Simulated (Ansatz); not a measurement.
Geometry optimisation, RKS B3LYP-D4/def2-SVP (Ansatz 0.2.0).

input.yaml

```yaml
crystal:
  periodic: [false, false, false]
  atoms:
    - { symbol: Sn, position_ang: [0.214834, -0.087193, -0.065121] }
    - { symbol: O, position_ang: [0.840543, -0.086744, 1.796782] }
    - { symbol: H, position_ang: [0.204955, -0.139936, 2.526128] }
    - { symbol: H, position_ang: [1.913039, 0.115288, -0.181604] }
    - { symbol: O, position_ang: [-0.833013, 1.554681, -0.489392] }
    - { symbol: H, position_ang: [-1.72883, 1.354334, -0.793516] }
    - { symbol: H, position_ang: [-0.706529, -1.443631, -0.591178] }
basis:
  gaussian: { orbitals: def2-SVP }
hamiltonian:
  xc: b3lyp
  dispersion: d4
relax:
  f_tol: 0.03
  max_steps: 50
output:
  orbitals: {}
```

Command:

```bash
$ ansatz run input.yaml --threads 1 --pin off --max-ram 2048MiB --backend cpu --events-out ev --progress --plain --runs-dir out
```

Problem. Where does it end, and by what steps?

Solution. It converged. After 6 steps the energy has fallen by 0.487 eV; H4 moved furthest, 0.51 Å.

```
step  energy less start (eV)  largest force component (eV/Å)  accepted
   0                  0.0000                           1.441       yes
   1                 -0.3050                           0.617       yes
   2                 -0.4218                           0.528       yes
   3                 -0.4769                           0.289       yes
   4                 -0.4848                           0.085       yes
   5                 -0.4853                           0.119       yes
   6                 -0.4870                           0.009       yes
```

```xyz
7
Properties=species:S:1:pos:R:3
Sn 0.356 -0.086 -0.023
O 0.680 -0.080 1.944
H -0.134 -0.118 2.466
H 1.904 0.141 -0.695
O -0.706 1.532 -0.508
H -1.659 1.369 -0.508
H -0.536 -1.491 -0.475
```

Whether the end is a true minimum wasn't checked by a vibrational analysis.

Time of the run: 8.8 s on 1 thread of AMD EPYC 9R45 96-Core Processor (Zen 5), with other jobs on the host, peak memory 0.19 GiB.
